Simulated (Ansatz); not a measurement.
Stepwise reaction of `[NH]=[V]([NH2])([NH2])[Cl]` with hydrogen chloride, as a gas-phase model of exchange steps in deposition or etching. ΔE in kJ/mol.

Gas-phase electronic energies from Ansatz, PBE0-D4/def2-TZVP geometries. CBS: MP2 limit from def2 TZ/QZ plus the TZ coupled-cluster correction, frozen cores. This one scheme is used for every species. Functionals use def2-TZVPP. B3LYP here is the variant with VWN-RPA as its local correlation; programs differ in this. For V outer-core shells are correlated without core-valence functions, which leaves a few kJ/mol of doubt a bond. Scalar relativity is left out up to krypton. One conformer a species, not always the lowest.

| step | reaction | PBE-D4 | B3LYP-D4 | ωB97M-V | CCSD(T)/CBS |
| --- | --- | --- | --- | --- | --- |
| 2 | `[NH]=[V]([NH2])([Cl])[Cl]` + HCl → `[NH]=[V]([Cl])([Cl])[Cl]` + NH₃ | -46.5 | -44.6 | -40.4 | -39.4 |

Task: Give the row of step 1, `[NH]=[V]([NH2])([NH2])[Cl]` + HCl → `[NH]=[V]([NH2])([Cl])[Cl]` + NH₃. (Estimate.)

Result: Computed: 
```tsv
step	reaction	PBE-D4	B3LYP-D4	ωB97M-V	CCSD(T)/CBS
1	`[NH]=[V]([NH2])([NH2])[Cl]` + HCl → `[NH]=[V]([NH2])([Cl])[Cl]` + NH₃	-75.5	-75.1	-73.5	-73.9
```

Task: By hand: ΔE of the 2 steps together at CCSD(T)/CBS.

Result: (-73.9) + (-39.4) = -113.3 kJ/mol, or -56.7 kJ/mol a step.

In ΔE each step is higher than the one before. All are downhill at CCSD(T)/CBS. PBE-D4 differs from CCSD(T)/CBS by -7.1 to -1.6 kJ/mol a step. Isolated molecules leave out the surface, adducts and barriers. Largest T1 diagnostic: 0.031.
